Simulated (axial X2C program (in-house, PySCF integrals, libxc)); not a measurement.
## Be₂⁻: cheaper levels and CCSD(T), with spin–orbit coupling

All values were computed with an in-house all-electron X2C program for linear molecules (integrals from PySCF). Two-component (2c) means X2C with spin–orbit coupling and atomic mean-field two-electron Coulomb and Gaunt terms. Basis: Be dyall-av3z [9s9p4d2f] (cores contracted in-house); Gaussian nuclei, density fitting, unrestricted open shells. Masses: Be 9.012 u.

State: Ω = 1/2 (⟨Sz⟩ = -0.50, ⟨Lz⟩ = 1.00 at HF); fragments Be- + Be.

| level | Re (Å) | ωe (cm⁻¹) |
| --- | --- | --- |
| PBE0 | 2.238 | 440.6 |
| HF | 2.590 | 150.2 |
| MP2 | 2.228 | 461.9 |
| CCSD | 2.270 | 395.0 |
| B3LYP | 2.230 | 431.4 |

Correlated methods: 5 electrons correlated (number of frozen shells: Be 1 s), 219 virtual spin orbitals or spinors in MP2, 90 natural virtuals in coupled cluster.

CCSD(T), same Hamiltonian and basis:

Re = 2.230 Å, ωe = 441.0 cm⁻¹; T1 = 0.037 (Lee–Taylor normalisation).

(1) Give the differences from CCSD(T) in the columns below.

One determinant describes the state; a PBE0 search over occupations chose it and may have missed a lower one. De is not given where an atomic determinant may have missed its ground term or J level, or where the truncated virtual space spoils (T). Density functionals use the spin component along the axis (collinear). CCSD and (T) use frozen natural virtuals with an MP2 correction for the truncation; (T) itself is uncorrected, so its De runs slightly low. PBE0 can misorder states that lie within some tenths of an eV, so this need not be the ground state of the molecule. The nearest other 2c determinant of the search, Ω = 3/2, lies 0.00 eV up at the distance of the search. Without a current term, density functionals place determinants with orbital angular momentum somewhat too high. The highest occupied level of some functionals is positive through self-interaction error; at Hartree–Fock it is bound.

Answers

(1) 

| level | ΔRe (Å) | Δωe (cm⁻¹) |
| --- | --- | --- |
| PBE0 | 0.008 | 0 |
| HF | 0.360 | -291 |
| MP2 | -0.002 | 21 |
| CCSD | 0.040 | -46 |
| B3LYP | 0.000 | -10 |
